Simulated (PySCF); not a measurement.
Delta-SCF ions had no search for a lower state. 

Species: H2F2Si2, SMILES `F[Si](=[SiH2])F` (charge 0, multiplicity 1).

Q: Estimate the HOMO–LUMO gap, vertical ionisation energy (Delta-SCF) and dipole moment that ωB97X-D3(BJ)/def2-TZVP (PySCF) returns for this input.

A: 
- HOMO–LUMO gap = 8.56 eV
- vertical ionisation energy (Delta-SCF) = 8.95 eV
- dipole moment = 0.59 D
